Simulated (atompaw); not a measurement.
## Mg: PAW (atompaw) pseudisation with PBE, scalar-relativistic reference atom.

Input for atompaw 4.2.0.5:

```
Mg 12
GGA-PBE scalarrelativistic loggrid 1500 logderivrange -5 5 251
3 3 0 0 0 0
3 1 0
0 0 0
c
c
v
v
v
2
2.50 2.15 2.00 1.95
y
1.25
n
n
y
0.1
n
custom rrkj gramschmidtortho sinc
3 0 troulliermartins
2.30
2.30
0.90
1.20
2.50
PWSCFOUT
UPFDX 0.0125d0 UPFXMIN -7.d0 UPFZMESH 12.d0
END
```

Command:

```bash
atompaw < Mg.input > Mg.log
```

Resulting log (summary file):

```
Completed calculations for Mg (AE)

 Exchange-correlation type: GGA, Perdew-Burke-Ernzerhof

 Radial integration grid is logarithmic
 r0 =   6.5145318E-04 h =   7.8174382E-03   n =      1500 rmax =   8.0000000E+01

 Scalar relativistic calculation

 AEatom converged in  30 iterations
   nz     =  12.00
   delta  =       7.388597096306E-17

 All Electron Orbital energies:
  n  l      occupancy      energy
  1  0      2.0000000E+00 -9.2582622E+01
  2  0      2.0000000E+00 -5.8685342E+00
  3  0      2.0000000E+00 -3.4584762E-01
  2  1      6.0000000E+00 -3.4260501E+00
  3  1      0.0000000E+00 -9.7748524E-02

 Total energy
   Total                    :     -400.55967228090151

 ---
 Completed calculations for Mg (SC)

 Exchange-correlation type: GGA, Perdew-Burke-Ernzerhof

 Radial integration grid is logarithmic
 r0 =   6.5145318E-04 h =   7.8174382E-03   n =      1500 rmax =   8.0000000E+01

 Scalar relativistic calculation

 SCatom converged in   1 iterations
   nz     =  12.00
   delta  =       7.477160286817E-19

 Valence Electron Orbital energies:
  n  l      occupancy      energy
   3  0      2.0000000E+00 -3.4584762E-01
   2  1      6.0000000E+00 -3.4260501E+00
   3  1      0.0000000E+00 -9.7748525E-02

 Total energy
   Total                    :     -400.55967228043841
   Valence                  :      -95.28547942085066

 PAW parameters:
       lmax =            2
         rc =    2.5059044771759624
        irc =         1057
   rc_shape =    2.1599320952109320
    rc_vloc =    2.0131443551698034
    rc_core =    1.9511478181292621
   Vloc: Norm-conserving Troullier-Martins with l= 3;e=   0.0000E+00
   Projector type: RRKJ pseudization + Gram-Schmidt ortho.
   Sinc^2 compensation charge shape zeroed at   2.1599E+00

 Number of basis functions     5
 No.   n  nodes  l      Energy         Cp coeff         Occ
  1    3    2    0   -0.3458476E+00  0.1000000E+01  0.2000000E+01
  2  999    3    0    0.1250000E+01  0.2390122E-01  0.0000000E+00
  3    2    0    1   -0.3426050E+01  0.1000000E+01  0.6000000E+01
  4    3    1    1   -0.9774853E-01  0.1451314E+00  0.0000000E+00
  5  999    0    2    0.1000000E+00  0.1000000E+01  0.0000000E+00

 Eigenvalues of overlap operator (in the basis of projectors):
    1        2.69660309E-02
    2        9.49637103E-01
    3        3.82075963E+00
    4        3.47878343E+01
    5        3.10134058E+02

 Orbital leakage outside PAW augmentation regions
   orb  is_core?  %out_of_sphere
   1 0    T           0.00
   2 0    T           0.02
   3 0    F          65.74
   2 1    F           0.11
   3 1    F          87.08

 Summary of PAW energies
   Total valence energy     :    -95.28548005623685
   Smooth energy            :     28.53819398138690
   One center               :   -123.82367403762375
   Smooth kinetic           :     46.96188024369356
   Vloc energy              :    -11.94885227304874
   Smooth exch-corr         :     -8.18843061359617
   One-center xc            :    -24.48542480271627
```

The run took about 2.6 s on one core of a shared server CPU.
